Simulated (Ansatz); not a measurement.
Stepwise reaction of `[O]=[Nb]([F])([F])[Cl]` with hydrogen chloride, as a gas-phase model of exchange steps in deposition or etching. ΔE in kJ/mol; ΔG adds harmonic PBE0-D4 terms to CCSD(T)/CBS, at 1 bar.

Program: Ansatz. Geometries: PBE0-D4/def2-TZVP. ΔE: electronic, gas phase. CCSD(T)/CBS is the MP2 limit (def2-TZVPP, def2-QZVPP) plus CCSD(T) − MP2 in def2-TZVPP, frozen cores. This one scheme is used for every species. Functionals use def2-TZVPP. B3LYP here is the variant with VWN-RPA as its local correlation; programs differ in this. Elements past krypton have def2 core potentials. For Nb outer-core shells are correlated without core-valence functions, which leaves a few kJ/mol of doubt a bond.

| step | reaction | PBE-D4 | B3LYP-D4 | ωB97M-V | CCSD(T)/CBS | ΔG(500 K) |
| --- | --- | --- | --- | --- | --- | --- |
| 2 | `[O]=[Nb]([F])([Cl])[Cl]` + HCl → `[O]=[Nb]([Cl])([Cl])[Cl]` + H–F | 10.0 | 10.3 | 13.8 | -0.2 | 10.5 |

(1) Give the row of step 1, `[O]=[Nb]([F])([F])[Cl]` + HCl → `[O]=[Nb]([F])([Cl])[Cl]` + H–F. (Best estimate.)

(2) By hand: ΔE of the 2 steps together at CCSD(T)/CBS.

Answers

(1) Computed: 
| step | reaction | PBE-D4 | B3LYP-D4 | ωB97M-V | CCSD(T)/CBS | ΔG(500 K) |
| --- | --- | --- | --- | --- | --- | --- |
| 1 | `[O]=[Nb]([F])([F])[Cl]` + HCl → `[O]=[Nb]([F])([Cl])[Cl]` + H–F | 11.6 | 12.2 | 15.0 | 2.0 | 8.1 |

(2) (2.0) + (-0.2) = 1.8 kJ/mol, or 0.9 kJ/mol a step.

In ΔE the steps differ by no more than 2.2 kJ/mol. ΔG lies between 8.1 and 10.5 kJ/mol a step. PBE-D4 differs from CCSD(T)/CBS by 9.6 to 10.2 kJ/mol a step. Isolated molecules leave out the surface, adducts and barriers. Largest T1 diagnostic: 0.022.
